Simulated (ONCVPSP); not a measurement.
**Pseudopotential generation for technetium (Tc): ONCV, PBE, fully relativistic.**

Input for ONCVPSP 4.0.1:

```
# ATOM AND REFERENCE CONFIGURATION
# atsym  z   nc   nv     iexc    psfile
  Tc 43.00    6    4        4      upf
#
#   n    l    f
    1    0    2.00
    2    0    2.00
    2    1    6.00
    3    0    2.00
    3    1    6.00
    3    2   10.00
    4    0    2.00
    4    1    6.00
    4    2    5.00
    5    0    1.00
#
# PSEUDOPOTENTIAL AND OPTIMIZATION
# lmax
    2
#
#   l,   rc,      ep,       ncon, nbas, qcut
    0    1.35    0.00    4    8    7.00
    1    1.30    0.00    3    8    5.60
    2    2.30    0.00    4    9    8.00
#
# LOCAL POTENTIAL
# lloc, lpopt,  rc(5),   dvloc0
    4    4    1.00   -1.00
#
# VANDERBILT-KLEINMAN-BYLANDER PROJECTORs
# l, nproj, debl
    0    3    2.30
    1    2    0.40
    2    2    3.10
#
# MODEL CORE CHARGE
# icmod, fcfact, rcfact
    3    2.25    1.10
#
# LOG DERIVATIVE ANALYSIS
# epsh1, epsh2, depsh
   -4.00    5.00    0.02
#
# OUTPUT GRID
# rlmax, drl
    6.00    0.01
#
# TEST CONFIGURATIONS
# ncnf
    4
# nvcnf
#   n    l    f
    4
    4    0    2.00
    4    1    6.00
    4    2    5.00
    5    0    2.00
#
    4
    4    0    2.00
    4    1    6.00
    4    2    5.00
    5    0    0.00
#
    4
    4    0    2.00
    4    1    6.00
    4    2    4.00
    5    0    0.00
#
    4
    4    0    2.00
    4    1    6.00
    4    2    6.00
    5    0    0.00
#
```

Command:

```bash
oncvpspr.x < Tc.dat > Tc.out
```

Output (shortened: citation, most of the input echo, consistency checks and plot data are left out):

```
ONCVPSP  (Optimized Norm-Conservinng Vanderbilt PSeudopotential)
relativistic version 4.0.1

#   n    l    f        energy (Ha)
    1    0    2.00    -7.6680661D+02
    2    0    2.00    -1.0961481D+02
    2    1    6.00    -9.6751404D+01    -1.0109722D+02
    3    0    2.00    -1.9323908D+01
    3    1    6.00    -1.5324299D+01    -1.6050988D+01
    3    2   10.00    -9.3965787D+00    -9.5362566D+00
    4    0    2.00    -2.9732241D+00
    4    1    6.00    -1.9100001D+00    -2.0181843D+00
    4    2    5.00    -5.1364825D-01    -5.2450616D-01
    5    0    1.00    -4.1867155D-01

Reference configufation results
  iterations    24
  all-electron total energy (Ha)   -4.28597123D+03

Begin loop to  construct optimized pseudo wave functions
and semi-local pseudopoentials for all angular momenta

   Wellstate for l =  0  n =  6 kap= -1
     eigenvalue =   1.8813
     asymptotic potential =   2.3813
     half-point radius =  2.6680

Calculating optimized projector #   1

 for l=   0

    Fraction of norm inside rc  0.807677
    Optimizing pswf for qcut=   6.99 a_B^-1,  ecut=  24.45 Ha
    Residual kinetic energy error=  6.02D-04 Ha

    Energy error per electron        Cutoff
         Ha          eV             Ha
         0.01000     0.27211       18.30
         0.00100     0.02721       23.28
         0.00010     0.00272       80.34
         0.00001     0.00027      101.89

Calculating optimized projector #   2

 for l=   0

    Fraction of norm inside rc  0.047235
    Optimizing pswf for qcut=   6.99 a_B^-1,  ecut=  24.45 Ha
    Residual kinetic energy error=  1.97D-04 Ha

    Energy error per electron        Cutoff
         Ha          eV             Ha
         0.01000     0.27211       14.93
         0.00100     0.02721       20.99
         0.00010     0.00272       27.22
         0.00001     0.00027       63.67

Calculating optimized projector #   3

 for l=   0

    Fraction of norm inside rc  0.049443
    Optimizing pswf for qcut=   6.99 a_B^-1,  ecut=  24.45 Ha
    Residual kinetic energy error=  7.20D-04 Ha

    Energy error per electron        Cutoff
         Ha          eV             Ha
         0.01000     0.27211       17.79
         0.00100     0.02721       23.65
         0.00010     0.00272       39.81
         0.00001     0.00027       70.96

WARNING wellstate: negative energy specified for n= 5 l=  1
WARNING scattering state with energy  0.25000000
WARNING will be used for the first projector

   Wellstate for l =  1  n =  5 kap= -2
     eigenvalue =   0.2500
     asymptotic potential =   0.7500
     half-point radius =  2.4768

Calculating optimized projector #   1

 for l=   1

    Fraction of norm inside rc  0.657273
    Optimizing pswf for qcut=   5.61 a_B^-1,  ecut=  15.75 Ha
    Residual kinetic energy error=  1.58D-03 Ha

    Energy error per electron        Cutoff
         Ha          eV             Ha
         0.01000     0.27211        9.70
         0.00100     0.02721       30.77
         0.00010     0.00272      134.79

Calculating optimized projector #   2

 for l=   1

    Fraction of norm inside rc  0.084748
    Optimizing pswf for qcut=   5.61 a_B^-1,  ecut=  15.75 Ha
    Residual kinetic energy error=  6.48D-04 Ha

    Energy error per electron        Cutoff
         Ha          eV             Ha
         0.01000     0.27211        8.88
         0.00100     0.02721       12.18
         0.00010     0.00272       39.84
         0.00001     0.00027      129.79

   Wellstate for l =  1  n =  5 kap=  1
     eigenvalue =  -1.6182

Calculating optimized projector #   1

 for l=   1

    Fraction of norm inside rc  0.684728
    Optimizing pswf for qcut=   5.61 a_B^-1,  ecut=  15.75 Ha
    Residual kinetic energy error=  1.11D-03 Ha

    Energy error per electron        Cutoff
         Ha          eV             Ha
         0.01000     0.27211       10.37
         0.00100     0.02721       18.94
         0.00010     0.00272      131.16

Calculating optimized projector #   2

 for l=   1

    Fraction of norm inside rc  0.084356
    Optimizing pswf for qcut=   5.61 a_B^-1,  ecut=  15.75 Ha
    Residual kinetic energy error=  4.91D-04 Ha

    Energy error per electron        Cutoff
         Ha          eV             Ha
         0.01000     0.27211        9.41
         0.00100     0.02721       12.48
         0.00010     0.00272       38.51
         0.00001     0.00027      104.36

   Wellstate for l =  2  n =  7 kap= -3
     eigenvalue =   2.5864
     asymptotic potential =   3.0864
     half-point radius =  4.3505

Calculating optimized projector #   1

 for l=   2

    Fraction of norm inside rc  0.822953
    Optimizing pswf for qcut=   7.99 a_B^-1,  ecut=  31.95 Ha
    Residual kinetic energy error=  3.26D-09 Ha

    Energy error per electron        Cutoff
         Ha          eV             Ha
         0.01000     0.27211       14.47
         0.00100     0.02721       18.65
         0.00010     0.00272       22.02
         0.00001     0.00027       25.03

Calculating optimized projector #   2

 for l=   2

    Fraction of norm inside rc  0.156781
    Optimizing pswf for qcut=   7.99 a_B^-1,  ecut=  31.95 Ha
    Residual kinetic energy error=  7.47D-08 Ha

    Energy error per electron        Cutoff
         Ha          eV             Ha
         0.01000     0.27211       15.92
         0.00100     0.02721       20.53
         0.00010     0.00272       24.33
         0.00001     0.00027       27.20

   Wellstate for l =  2  n =  7 kap=  2
     eigenvalue =   2.5755

Calculating optimized projector #   1

 for l=   2

    Fraction of norm inside rc  0.829891
    Optimizing pswf for qcut=   7.99 a_B^-1,  ecut=  31.95 Ha
    Residual kinetic energy error=  3.45D-09 Ha

    Energy error per electron        Cutoff
         Ha          eV             Ha
         0.01000     0.27211       14.61
         0.00100     0.02721       18.75
         0.00010     0.00272       22.12
         0.00001     0.00027       25.10

Calculating optimized projector #   2

 for l=   2

    Fraction of norm inside rc  0.157623
    Optimizing pswf for qcut=   7.99 a_B^-1,  ecut=  31.95 Ha
    Residual kinetic energy error=  8.12D-08 Ha

    Energy error per electron        Cutoff
         Ha          eV             Ha
         0.01000     0.27211       16.04
         0.00100     0.02721       20.65
         0.00010     0.00272       24.44
         0.00001     0.00027       27.29

Construct Vanderbilt / Kleinmman-Bylander projectors

B matrix Hermiticity error, ll=  0  kap= -1
   1   2    2.9295D-04
   1   3   -6.1147D-04
   2   3    1.0192D-04

  Orthonormal projector coefficients  1.9958E+01  6.0227E+00  1.6509E+00

B matrix Hermiticity error, ll=  1  kap= -2
   1   2    2.8868D-04

  Orthonormal projector coefficients  8.5809E+00  2.3285E+00

B matrix Hermiticity error, ll=  1  kap=  1
   1   2    3.1039D-04

  Orthonormal projector coefficients  8.3072E+00  2.2006E+00

B matrix Hermiticity error, ll=  2  kap= -3
   1   2    1.7348D-04

  Orthonormal projector coefficients  3.4602E+00 -1.2540E+00

B matrix Hermiticity error, ll=  2  kap=  2
   1   2    1.7635D-04

  Orthonormal projector coefficients  3.5159E+00 -1.1398E+00

 Orthonormal scalar projector coefficients, l =  1
  8.4864E+00  2.2850E+00  4.1055E-03  4.8839E-05

 Orthonormal spin-orbit projector coefficients, l =  1
  3.2262E-01 -1.9112E-01  1.3812E-01 -1.8263E-03

 Orthonormal scalar projector coefficients, l =  2
  3.4814E+00 -1.2071E+00 -2.3561E-04  1.6800E-05

 Orthonormal spin-orbit projector coefficients, l =  2
 -9.5206E-02  2.2015E-02  5.8229E-03 -6.0574E-04

Model core correction analysis
  based on d2Exc/dn_idn_j

d2excae - all-electron derivatives

   -2.678981D-02   -2.362825D-02   -1.372741D-02   -2.040344D-03
   -2.362836D-02   -2.200016D-02   -1.463041D-02   -2.555587D-03
   -1.372751D-02   -1.463045D-02   -1.516621D-02   -9.180903D-03
   -2.040198D-03   -2.555176D-03   -9.179926D-03   -2.743907D-02

d2excps - pseudofunction derivatives with no core correction

   -3.936358D-02   -3.448924D-02   -1.915304D-02   -3.144599D-03
   -3.448974D-02   -3.153958D-02   -2.027154D-02   -3.754373D-03
   -1.915341D-02   -2.027162D-02   -2.104271D-02   -1.170635D-02
   -3.144209D-03   -3.753261D-03   -1.170415D-02   -3.361500D-02

rms 2nd derivative error    6.606291E-03

rmatch, rhocmatch    0.7224   13.4493

Teter function model core charge with specified parameters

d2excps - pseudofunction derivatives with core correction

   -3.705360D-02   -3.270693D-02   -1.882028D-02   -2.866151D-03
   -3.270739D-02   -3.020572D-02   -2.002223D-02   -3.538086D-03
   -1.882064D-02   -2.002230D-02   -2.097994D-02   -1.166631D-02
   -2.865738D-03   -3.536957D-03   -1.166412D-02   -3.358192D-02

rms 2nd derivative error    5.781026E-03

Pseudoatom total energy  -80.205137

Diagnostic tests using Vanderbilt-Kleinman-Bylander pseudopotentials
  relativistic with J = L +/- 1/2 projectors

   l  kap   rcore       rmatch      e in        delta e    norm test   slope test

   0  -1   1.3538294   1.3949346  -2.9732241  -0.0000115   1.0001666   1.0001814
   0  -1   1.3538294   1.3949346  -0.4186716   0.0000080   1.0000744   1.0000695
   0  -1   1.3538294   1.3949346   1.8813285   0.0000935   1.0004681   1.0004681

   1  -2   1.3060989   1.3457549  -1.9100001   0.0001766   1.0001535   1.0003734
   1   1   1.3060989   1.3457549  -2.0181843   0.0001793   1.0001645   1.0003080
   1  -2   1.3060989   1.3457549   0.2500000   0.0000758   1.0004299   1.0004299
   1   1   1.3060989   1.3457549   0.2273396   0.0000386   1.0004312   1.0004312

   2  -3   2.3056015   2.3756045  -0.5136482  -0.0000023   1.0000442   1.0000557
   2   2   2.3056015   2.3756045  -0.5245062  -0.0000006   1.0000494   1.0000462
   2  -3   2.3056015   2.3756045   2.5863518   0.0000184   1.0000890   1.0000890
   2   2   2.3056015   2.3756045   2.5826438   0.0000184   1.0000901   1.0000901

Diagnostic tests using Vanderbilt-Kleinman-Bylander pseudopotentials
  relativistic with scalar and spin-orbit non-local projectors

   l  kap   rcore       rmatch      e in        delta e    norm test   slope test

   0  -1   1.3538294   1.3949346  -2.9732241  -0.0000115   1.0001666   1.0001814
   0  -1   1.3538294   1.3949346  -0.4186716   0.0000080   1.0000744   1.0000695
   0  -1   1.3538294   1.3949346   1.8813285   0.0000935   1.0004681   1.0004681

   1  -2   1.3060989   1.3457549  -1.9100001   0.0001526   1.0001468   1.0003460
   1   1   1.3060989   1.3457549  -2.0181843   0.0001563   1.0001577   1.0002839
   1  -2   1.3060989   1.3457549   0.2500000   0.0000737   1.0004276   1.0004276
   1   1   1.3060989   1.3457549   0.2273396   0.0000373   1.0004307   1.0004307

   2  -3   2.3056015   2.3756045  -0.5136482   0.0001120   0.9999469   1.0001862
   2   2   2.3056015   2.3756045  -0.5245062   0.0001156   0.9999503   1.0001697
   2  -3   2.3056015   2.3756045   2.5863518   0.0000265   1.0000998   1.0000998
   2   2   2.3056015   2.3756045   2.5826438   0.0000254   1.0001004   1.0001004

Ghost test for J = L + 1/2

 Testing for bound ghosts
   n   l    E NL Schr. Eq   E Basis Diag.   E Cutoff

   1   0       -2.973236       -2.973215    190.59
   2   0       -0.418664       -0.254744    190.59

   2   1       -1.909823       -1.909574    177.35

   3   2       -0.513651       -0.513526     83.50

 Testing for highly-localized positive-energy ghosts
       l    <radius>/rc     E Basis Diag.   E Cutoff

       0        0.702109       14.627085    190.59  WARNING - GHOST(+)

Ghost test for J = L - 1/2

 Testing for bound ghosts
   n   l    E NL Schr. Eq   E Basis Diag.   E Cutoff

   1   0       -2.973236       -2.973215    190.59
   2   0       -0.418664       -0.254744    190.59

   2   1       -2.018005       -2.017859    177.35

   3   2       -0.524507       -0.524396     83.50

 Testing for highly-localized positive-energy ghosts
       l    <radius>/rc     E Basis Diag.   E Cutoff

       0        0.702109       14.627085    190.59  WARNING - GHOST(+)

Test configuration 0

   n   l kap    f        eae           eps        diff
   1   0  -1  2.0000 -766.80660702
   2   0  -1  2.0000 -109.61481440
   2   1  -2  4.0000  -96.75140371
   2   1   1  2.0000 -101.09721503
   3   0  -1  2.0000  -19.32390808
   3   1  -2  4.0000  -15.32429869
   3   1   1  2.0000  -16.05098776
   3   2  -3  6.0000   -9.39657867
   3   2   2  4.0000   -9.53625657
   4   0  -1  2.0000   -2.97322411   -2.97323561   -1.15E-05
   4   1  -2  4.0000   -1.91000009   -1.90982349    1.77E-04
   4   1   1  2.0000   -2.01818427   -2.01800498    1.79E-04
   4   2  -3  3.0000   -0.51364825   -0.51365058   -2.33E-06
   4   2   2  2.0000   -0.52450616   -0.52450672   -5.53E-07
   5   0  -1  1.0000   -0.41867155   -0.41866359    7.96E-06

    Total energies and differences
      AE_ref= -4.28597123E+03  AE_tst= -4.28597123E+03  dif=  0.00E+00
      PS_ref= -8.02051368E+01  PS_tst= -8.02051368E+01  dif= -4.26E-14
      PSP excitation error=  4.26E-14

Test configuration 1

   n   l kap    f        eae           eps        diff
   1   0  -1  2.0000 -766.52720512
   2   0  -1  2.0000 -109.33868101
   2   1  -2  4.0000  -96.47509054
   2   1   1  2.0000 -100.82083499
   3   0  -1  2.0000  -19.04719177
   3   1  -2  4.0000  -15.04759796
   3   1   1  2.0000  -15.77428869
   3   2  -3  6.0000   -9.12010223
   3   2   2  4.0000   -9.25978449
   4   0  -1  2.0000   -2.69525824   -2.69486203    3.96E-04
   4   1  -2  4.0000   -1.63145199   -1.63105515    3.97E-04
   4   1   1  2.0000   -1.73976330   -1.73931071    4.53E-04
   4   2  -3  3.0000   -0.24065281   -0.24062855    2.43E-05
   4   2   2  2.0000   -0.25115849   -0.25112240    3.61E-05
   5   0  -1  2.0000   -0.18532246   -0.18531417    8.29E-06

    Total energies and differences
      AE_ref= -4.28597123E+03  AE_tst= -4.28627089E+03  dif= -3.00E-01
      PS_ref= -8.02051368E+01  PS_tst= -8.05047818E+01  dif= -3.00E-01
      PSP excitation error= -1.09E-05

Test configuration 2

   n   l kap    f        eae           eps        diff
   1   0  -1  2.0000 -767.12948283
   2   0  -1  2.0000 -109.93311083
   2   1  -2  4.0000  -97.06995235
   2   1   1  2.0000 -101.41585878
   3   0  -1  2.0000  -19.64258844
   3   1  -2  4.0000  -15.64294577
   3   1   1  2.0000  -16.36965113
   3   2  -3  6.0000   -9.71495405
   3   2   2  4.0000   -9.85463209
   4   0  -1  2.0000   -3.29175694   -3.29238492   -6.28E-04
   4   1  -2  4.0000   -2.22838752   -2.22857725   -1.90E-04
   4   1   1  2.0000   -2.33662091   -2.33688060   -2.60E-04
   4   2  -3  3.0000   -0.82228648   -0.82235890   -7.24E-05
   4   2   2  2.0000   -0.83360438   -0.83368682   -8.24E-05
   5   0  -1  0.0000   -0.67651788   -0.67651788    0.00E+00

    Total energies and differences
      AE_ref= -4.28597123E+03  AE_tst= -4.28542544E+03  dif=  5.46E-01
      PS_ref= -8.02051368E+01  PS_tst= -7.96593306E+01  dif=  5.46E-01
      PSP excitation error= -1.55E-05

Test configuration 3

   n   l kap    f        eae           eps        diff
   1   0  -1  2.0000 -767.66839807
   2   0  -1  2.0000 -110.47873262
   2   1  -2  4.0000  -97.61521474
   2   1   1  2.0000 -101.96099982
   3   0  -1  2.0000  -20.18232930
   3   1  -2  4.0000  -16.18259711
   3   1   1  2.0000  -16.90950750
   3   2  -3  6.0000  -10.25552102
   3   2   2  4.0000  -10.39527612
   4   0  -1  2.0000   -3.80818997   -3.80736871    8.21E-04
   4   1  -2  4.0000   -2.73418402   -2.73349594    6.88E-04
   4   1   1  2.0000   -2.84496608   -2.84420757    7.59E-04
   4   2  -3  2.4000   -1.28654010   -1.28577845    7.62E-04
   4   2   2  1.6000   -1.29930590   -1.29849355    8.12E-04
   5   0  -1  0.0000   -1.01979352   -1.01979352    0.00E+00

    Total energies and differences
      AE_ref= -4.28597123E+03  AE_tst= -4.28437064E+03  dif=  1.60E+00
      PS_ref= -8.02051368E+01  PS_tst= -7.86047884E+01  dif=  1.60E+00
      PSP excitation error=  2.42E-04

Test configuration 4

   n   l kap    f        eae           eps        diff
   1   0  -1  2.0000 -766.67318151
   2   0  -1  2.0000 -109.47239677
   2   1  -2  4.0000  -96.60953122
   2   1   1  2.0000 -100.95553021
   3   0  -1  2.0000  -19.18407347
   3   1  -2  4.0000  -15.18445690
   3   1   1  2.0000  -15.91109122
   3   2  -3  6.0000   -9.25600508
   3   2   2  4.0000   -9.39565484
   4   0  -1  2.0000   -2.84392292   -2.84508338   -1.16E-03
   4   1  -2  4.0000   -1.78751474   -1.78791362   -3.99E-04
   4   1   1  2.0000   -1.89408215   -1.89463377   -5.52E-04
   4   2  -3  3.6000   -0.41826808   -0.41837577   -1.08E-04
   4   2   2  2.4000   -0.42819187   -0.42833612   -1.44E-04
   5   0  -1  0.0000   -0.37413161   -0.37413161    0.00E+00

    Total energies and differences
      AE_ref= -4.28597123E+03  AE_tst= -4.28604426E+03  dif= -7.30E-02
      PS_ref= -8.02051368E+01  PS_tst= -8.02782854E+01  dif= -7.31E-02
      PSP excitation error=  1.25E-04
```

The run took about 6.6 s on one core of a shared server CPU.
